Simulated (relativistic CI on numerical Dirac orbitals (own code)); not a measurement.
**Electric-dipole transitions in Yb35+**

Method of calculation: Dirac-Coulomb-Breit CI, orbitals from a KLI potential per configuration, a model potential for QED, unscaled Slater integrals (own radial code, finite nucleus).

Configurations in the expansion (outside the closed core [Ar] 3d10): 4s2 4p5, 4s 4p6, 4s2 4p4 4d, 4s 4p5 4d, 4s2 4p4 4f, 4s 4p5 4f, 4p6 4d, 4s 4p4 4d2, 4s2 4p3 4d 4f, 4p6 4f, 4p5 4d2, 4p4 4d3, 4p4 4d2 4f. Double excitations out of closed p, d and f shells are left out; levels of such configurations are missing from the list, as are those of other unlisted configurations, and high levels can miss mixing partners.

| λ vac (Å) | Lower | Upper | A (s⁻¹) | E lower (10³ cm⁻¹) | E upper (10³ cm⁻¹) |
| --- | --- | --- | --- | --- | --- |
| 54.872 | 4s2 4p5 2P°_3/2 [1] | 4s2 4p4 4d 2D_5/2 [26] | 1.72e+12 | 0.0 | 1822.4 |
| 55.095 | 4s2 4p5 2P°_3/2 [1] | 4s2 4p4 4d 2P_3/2 [25] | 1.60e+12 | 0.0 | 1815.0 |
| 55.252 | 4s2 4p5 2P°_3/2 [1] | 4s2 4p4 4d 2S_1/2 [24] | 2.06e+12 | 0.0 | 1809.9 |
| 55.534 | 4s2 4p5 2P°_1/2 [2] | 4s2 4p4 4d 2D_3/2 [30] | 1.52e+12 | 552.5 | 2353.2 |
| 62.064 | 4s2 4p4 4d 4D_3/2 [3] | 4s2 4p4 4f 2D°_3/2 [52] | 3.77e+11 | 1076.9 | 2688.1 |
| 62.506 | 4s2 4p4 4d 4D_3/2 [3] | 4s2 4p4 4f 2F°_5/2 [49] | 2.74e+11 | 1076.9 | 2676.7 |
| 65.649 | 4s2 4p4 4d 4F_7/2 [6] | 4s2 4p4 4f 2G°_9/2 [44] | 3.50e+11 | 1114.9 | 2638.1 |
| 65.765 | 4s2 4p4 4d 2G_7/2 [18] | 4s2 4p4 4f 2H°_9/2 [69] | 3.48e+11 | 1669.6 | 3190.2 |
| 67.949 | 4s2 4p4 4d 2F_7/2 [9] | 4s2 4p4 4f 2G°_9/2 [48] | 3.88e+11 | 1200.2 | 2671.9 |
| 68.857 | 4s2 4p4 4d 2D_5/2 [11] | 4s2 4p4 4f 2F°_7/2 [55] | 4.35e+11 | 1307.6 | 2759.9 |
| 68.941 | 4s2 4p5 2P°_1/2 [2] | 4s2 4p4 4d 2P_1/2 [29] | 1.27e+12 | 552.5 | 2003.0 |
| 69.167 | 4s2 4p4 4d 4D_7/2 [19] | 4s2 4p4 4f 4G°_9/2 [65] | 3.77e+11 | 1732.3 | 3178.1 |
| 69.656 | 4s2 4p4 4d 4F_9/2 [10] | 4s2 4p4 4f 4G°_11/2 [46] | 3.45e+11 | 1211.8 | 2647.5 |
| 69.935 | 4s2 4p4 4d 2G_9/2 [22] | 4s2 4p4 4f 2H°_11/2 [70] | 3.33e+11 | 1781.8 | 3211.7 |
| 71.930 | 4s2 4p5 2P°_1/2 [2] | 4s2 4p4 4d 2D_3/2 [28] | 5.39e+11 | 552.5 | 1942.7 |
| 72.711 | 4s2 4p4 4d 4F_7/2 [6] | 4s 4p5 4d 2F°_5/2 [38] | 2.65e+11 | 1114.9 | 2490.2 |
| 73.248 | 4s2 4p4 4d 2F_7/2 [9] | 4s 4p5 4d 2D°_5/2 [40] | 2.73e+11 | 1200.2 | 2565.4 |
| 73.366 | 4s2 4p5 2P°_3/2 [1] | 4s2 4p4 4d 2D_5/2 [14] | 4.09e+11 | 0.0 | 1363.0 |
| 73.716 | 4s2 4p4 4d 2D_5/2 [14] | 4s2 4p4 4f 2F°_7/2 [53] | 2.91e+11 | 1363.0 | 2719.6 |
| 74.634 | 4s2 4p5 2P°_3/2 [1] | 4s2 4p4 4d 2D_3/2 [12] | 3.22e+11 | 0.0 | 1339.9 |

Terms are leading LS components. Brackets give the number of a level in order of energy, since labels repeat. The list gives strong lines, with weight on those to low levels, without lines whose two gauges differ by over a factor of 2.5, among the lowest 200 of 2132 levels, so that lines to higher ones, which can be the strongest, are missing. Levels whose partners in the same complex of configurations lie outside the list can be far off, and so can their lines. Rates are taken at the computed energies, electric ones in the length gauge.

At this charge energies of transitions that change n are usually good to better than 1 %, and those within a shell (Δn = 0) to a few per cent.

LS names give the leading component of a level, which can be under half, so a name can repeat, a term be missing and a line seem to break the LS rules.
